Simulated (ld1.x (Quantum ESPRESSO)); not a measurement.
## What one change does to a pseudopotential (gallium, TM)

ld1.x (Quantum ESPRESSO) 7.5 input, shortened:

```
&input
   title='Ga', zed=31., rel=1, dft='PBE', iswitch=3,
   config='[Ar] 3d10 4s2 4p1'
 /
 &inputp
   pseudotype=2, tm=.true., lloc=-1, rcloc=1.80,
   nlcc=.true.
 /
2
4S  1  0   2.00   0.00  2.05  2.05  0.0
4P  2  1   1.00   0.00  1.95  1.95  0.0
 &test
   configts(1)='4s2 4p1'
 /
```

Change: wave 4p (bound): rc 1.95 bohr becomes 4p (bound): rc 1.60 bohr.

Cutoffs: the cutoffs (Ry, on a coarse ladder) from which the occupation-weighted sum of valence levels, in a spherical-Bessel basis at the reference potential, stays within 10 and 1 mRy of its value at 400 Ry; they do not see the model core or the augmentation charge, which bear on the density cutoff. Errors are all-electron minus pseudo energies relative to the spin-unpolarised reference configuration.

Question: What does the change do?

Answer: The potential gets harder (12 Ry and 35 Ry → 25 Ry and 40 Ry); the errors of the 7 common tests hardly move; neither file shows a bound ghost. A smaller radius makes the pseudo-wave follow the all-electron one further in, where it bends more sharply, so more plane waves are needed.

```csv
quantity,base,changed
"cutoff, loose",12 Ry,25 Ry
"cutoff, tight",35 Ry,40 Ry
bound ghosts,none,none
"error for 4s2 4p0, meV [ΔE 5.69 eV]",-11,-11
"error for 4s1 4p0, meV [ΔE 26.82 eV]",-169,-170
"error for 4s2 4p0.5, meV [ΔE 2.03 eV]",-1.6,-1.6
"error for 4s2 4p1.3, meV [ΔE -0.53 eV]",-0.1,-0.1
"error for 4s1 4p2, meV [ΔE 6.54 eV]",-19,-17
"error for 4s1 4p1, meV [ΔE 13.06 eV]",-47,-46
"error for 4s0 4p3, meV [ΔE 13.37 eV]",-75,-66
s: phases at 2.25 bohr within 0.05 rad from the reference energy up to (Ry; the scan ends near 5),1.8,1.8
p: phases at 2.25 bohr within 0.05 rad from the reference energy up to (Ry; the scan ends near 5),3.2,2.8
```
